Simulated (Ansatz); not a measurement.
System: C6H11, charge 0, multiplicity 2. It need not be the lowest isomer of its formula. 
Geometry from a B3LYP-D3(BJ)/def2-TZVP (Ansatz, an electronic-structure program) optimisation:
SMILES: C([CH]/C=C\C)C
```xyz
17

C      2.0362    -0.0381     1.0002
C      1.1796     0.8639     0.0961
C      0.6308     0.1353    -1.0893
C     -0.6133    -0.4510    -1.2428
C     -1.6900    -0.5457    -0.3734
C     -1.7859    -0.0512     1.0346
H      2.4566     0.5302     1.8327
H      1.4410    -0.8564     1.4087
H      2.8622    -0.4799     0.4395
H      0.3822     1.3139     0.6854
H      1.8045     1.6891    -0.2594
H      1.3176     0.0222    -1.9220
H     -0.7759    -0.9187    -2.2101
H     -2.5747    -1.0332    -0.7658
H     -0.8945    -0.2836     1.6199
H     -1.9213     1.0360     1.0785
H     -2.6423    -0.4987     1.5399
```
Charge 0, spin multiplicity 2.

Basis-set convergence of Hartree-Fock and CCSD correlation energies (hartree) with Ansatz. Cores are frozen in the correlated levels unless marked. Open shells are spin-unrestricted. Spin-orbit coupling is left out. Non-relativistic.

The UHF reference is spin-contaminated (<S^2> 0.20 over the pure value in the largest basis). 

```json
[
 {"basis": "cc-pVDZ", "functions": "139", "E(HF)": "-233.58913", "E(corr, CCSD)": "-0.88967"},
 {"basis": "cc-pVTZ", "functions": "334", "E(HF)": "___", "E(corr, CCSD)": "___"}
]
```

### Question
Some entries are withheld; supply them.

### Answer

- cc-pVTZ, E(HF): -233.65259
- cc-pVTZ, E(corr, CCSD): -1.05640
